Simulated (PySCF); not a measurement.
Basis-set dependence of TlBr at MP2

PySCF, RHF reference; singlet, unpaired electrons none; De to Tl + Br without counterpoise correction. Frozen cores follow the default of each basis and core potential.

```tsv
basis	relativity	functions	Re (Å)	ωe (cm⁻¹)	De (eV)	frozen orbitals
cc-pVDZ-PP	scalar-relativistic core potentials	46	2.667	194	3.76	8
def2-SVP	scalar-relativistic core potentials	58	2.666	199	3.83	13
x2c-TZVPPall	spin-free X2C	131	2.631	195	4.11	43
```

Q: How does each smaller set differ from the one with most functions, x2c-TZVPPall?

A: cc-pVDZ-PP: +3.6 pm, -0.5 % in ωe, -0.35 eV in De; def2-SVP: +3.5 pm, +2.1 % in ωe, -0.28 eV in De. All at MP2; the set with most functions is neither the basis-set limit nor always the best. The rows treat relativity differently, so the differences are not basis effects alone.

Measured (Huber and Herzberg, Constants of Diatomic Molecules (1979)): Re = 2.618191 Å, ωe = 192.1 cm⁻¹. Correlated steps freeze the inner cores (8 to 43 orbitals); shallow outer-core shells are correlated. Correlated levels converge slowly with the basis: in double zeta they bind strong bonds too weakly, by up to about 1 eV, and carry superposition errors of some tenths. These are scalar-relativistic numbers at best; spin–orbit coupling would shift them, the dissociation energy most. Where the molecule has an RHF reference, its open-shell atoms are computed with UHF.
